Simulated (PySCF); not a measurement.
A structure optimised at PBE0-D3(BJ)/def2-SVP, used in a PySCF frequency run:

```
O
C 1 1.3904
H 2 1.1056 1 108.67
H 2 1.1089 3 106.04 1 119.31
C 2 1.5175 3 109.32 4 117.72
H 5 1.1010 2 110.39 3 62.76
H 5 1.1013 6 108.24 2 122.00
H 5 1.1025 6 107.88 7 116.60
Al 1 1.7007 2 139.11 3 174.69
N 9 1.7714 1 121.07 2 -6.02
H 10 1.0137 9 126.08 1 -1.44
H 10 1.0140 11 109.75 9 178.52
H 9 1.5751 1 118.05 2 174.10
```
Charge 0, spin multiplicity 1.

Write its SMILES and formula.

CC[O][AlH][NH2], C2H8AlNO

What are its rotational constants (standard atomic weights)?

7.0088, 2.2662, 1.8868 GHz
